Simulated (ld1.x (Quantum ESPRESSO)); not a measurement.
**Sb: excitation energies, all-electron against TM semilocal**

antimony (Sb), norm-conserving Troullier–Martins (semilocal form), made with ld1.x (Quantum ESPRESSO) 7.5 (LDA (PZ), scalar-relativistic). Core [Ar] 3d10 4s2, reference 4p6 4d10 5s2 5p3. Waves: 4p (bound): rc 1.52 bohr; 4d (bound): rc 1.66 bohr; 5s (bound): rc 1.82 bohr. Local part: the s channel. Core correction: none.

Occupied shells without a wave of their own: 5p. They enter only through the test configuration that unscreens the potential.

Energies are relative to the spin-unpolarised reference configuration 4p6 4d10 5s2 5p3; without spin polarisation the order of configurations can differ from experiment. Spin-polarised rows fill each open shell by Hund’s rule, majority spin first.

| valence configuration | charge | ΔE all-electron (eV) | error AE − PS (meV) |
| --- | --- | --- | --- |
| 4p6 4d10 5s2 5p1 | +2 | 24.774 | -2117 |
| 4p6 4d10 5s2 5p0 | +3 | 49.559 | -3864 |
| 4p6 4d9 5s2 5p4 | 0 | 31.004 | +939 |
| 4p6 4d9 5s2 5p3 | +1 | 40.796 | +29 |
| 4p6 4d10 5s2 5p2.5 | +0.5 | 3.355 | -372 |
| 4p6 4d10 5s1 5p0 | +4 | 94.375 | -4831 |
| 4p6 4d10 5s2 5p3 (spin-polarised) | 0 | -1.092 | +22 |
| 4p6 4d10 5s2 5p2 (spin-polarised) | +1 | 7.930 | -842 |

(1) What are ΔE and the potential's error for 4p6 4d10 5s2 5p2?

Levels in the configuration 4p6 4d10 5s2 5p2.5:

| level | all-electron (eV) | pseudo (eV) |
| --- | --- | --- |
| 4p | -105.688 | -105.940 |
| 4d | -37.628 | -37.863 |
| 5s | -16.874 | -17.032 |
| 5p | -8.476 | -9.320 |

The potential misses its own reference levels by up to 0.6 eV.

## Answers

(1) ΔE = 8.521 eV all-electron; the error (AE − PS) is -846 meV.

The 5p level has no wave, so the channel is fitted at the deeper level alone: the likely source of the large errors.
